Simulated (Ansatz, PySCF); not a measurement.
Input for Ansatz (an electronic-structure program):
Ansatz 0.2 input:
```yaml
crystal:
  periodic: [false, false, false]
  atoms:
    - {symbol: C, position_ang: [-0.01669866, -0.14473260, 2.05451619]}
    - {symbol: C, position_ang: [-0.00572650, -0.05021694, 0.70569704]}
    - {symbol: C, position_ang: [0.00420741, 0.03413279, -0.51310411]}
    - {symbol: C, position_ang: [0.01585773, 0.13725248, -1.95067878]}
    - {symbol: H, position_ang: [-0.94506085, -0.19981979, 2.59400011]}
    - {symbol: H, position_ang: [0.90273351, -0.16585290, 2.61141141]}
    - {symbol: H, position_ang: [-0.00059800, 1.18728795, -2.25276024]}
    - {symbol: H, position_ang: [0.91722312, -0.32377874, -2.35724285]}
    - {symbol: H, position_ang: [-0.86013765, -0.35645090, -2.37399048]}
basis:
  gaussian:
    orbitals: cc-pVDZ
hamiltonian:
  xc: r2scan
magnetization: {spin_polarized: true, initial_magnetization: 1}
accuracy: high
```

**Question.** Write the same job for PySCF.

**Answer.** One answer among several that fit: 
```python
from pyscf import gto, scf, dft

mol = gto.Mole()
mol.atom = '''
    C    -0.016699   -0.144733    2.054516
    C    -0.005726   -0.050217    0.705697
    C     0.004207    0.034133   -0.513104
    C     0.015858    0.137252   -1.950679
    H    -0.945061   -0.199820    2.594000
    H     0.902734   -0.165853    2.611411
    H    -0.000598    1.187288   -2.252760
    H     0.917223   -0.323779   -2.357243
    H    -0.860138   -0.356451   -2.373990
'''
mol.basis = 'cc-pvdz'
mol.charge = 0
mol.spin = 1
mol.verbose = 3
mol.build()

mf = dft.UKS(mol)
mf.xc = 'r2scan'
mf.grids.atom_grid = (99, 590)
mf.grids.prune = None
mf.kernel()
```

Both were run: Ansatz gave -155.236247 Eh and PySCF -155.236259 Eh, 0.012 mEh apart.
